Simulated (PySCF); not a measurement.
A GIAO shielding run with PySCF (density fitting, non-relativistic, gas phase) on `C=CC[C@@H]1C[C@@H]([Si@@H](F)[SiH3])O1`, C₆H₁₃FOSi₂:

```
$ OMP_NUM_THREADS=1 python probes_run.py task.json out

{"job": {"kind": "nmr", "xc": "PBE0", "basis": "pcSseg-1"}, "charge": 0, "multiplicity": 1}
C     -3.873140    -0.540384     0.500548
C     -2.711127    -1.162988     0.559623
C     -1.647402    -1.066848    -0.484938
C     -0.368745    -0.469918     0.100112
C     -0.404659     1.026074     0.420971
C      0.730835     1.143174    -0.602024
Si     2.500135     1.472888     0.038485
F      2.336164     1.614408     1.652230
Si     3.657204    -0.456741    -0.461377
O      0.655511    -0.281125    -0.882416
H     -4.139979     0.082925    -0.337473
H     -4.610998    -0.631544     1.279123
H     -2.466053    -1.784005     1.411692
H     -1.408113    -2.060898    -0.872665
H     -1.982036    -0.446661    -1.318597
H     -0.002923    -1.097344     0.923139
H     -1.332737     1.520046     0.141720
H     -0.144581     1.293328     1.441536
H      0.463315     1.711434    -1.498328
H      2.897043     2.842153    -0.288517
H      3.313567    -1.563393     0.437636
H      3.429837    -0.881257    -1.841483
H      5.104127    -0.236340    -0.308919
```

Hardware: 1 thread of an Arm Neoverse N1, shared host. The job also computes population analyses, field gradients, ring-centre shieldings.

Question: How large is the calculation?

Answer: 94 electrons, 249 basis functions and 1336 auxiliary functions.

Question: How long does it take, and how much memory does it need?

Answer: 2 min of wall time, with 14 SCF cycles and 5 response iterations; peak memory 1.2 GiB. Times on a shared host scatter by some tens of per cent.
